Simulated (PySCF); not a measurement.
Cr (chromium, neutral) across methods

[Ar] 3d6, high-spin 5D determinant (an excited configuration). Computed with PySCF 2.14 in aug-cc-pVDZ (7s6p4d2f, 59 functions), with no relativity, point nucleus.

```
   method  E (hartree)  mean ε 3p β (eV)  mean ε 3d α (eV)  mean ε 3d β (eV)  Σ⟨r²⟩ (bohr²)   ⟨S²⟩
  wB97M-V    -1044.218           -45.909            -6.346            -2.346          42.35  6.186
      LDA    -1042.040           -40.923            -2.812            -0.396          44.14  6.140
   r2SCAN    -1044.263           -42.045            -3.466            -0.501          50.63  6.333
    wB97X    -1044.270           -45.431            -5.942            -2.387          40.46  6.144
      PBE    -1044.065           -41.005            -2.825            -0.487          46.20  6.186
CAM-B3LYP    -1044.334           -44.795            -5.529            -1.715          43.56  6.214
```

⟨S²⟩ = 6.19 against 6.00 shows spin contamination.
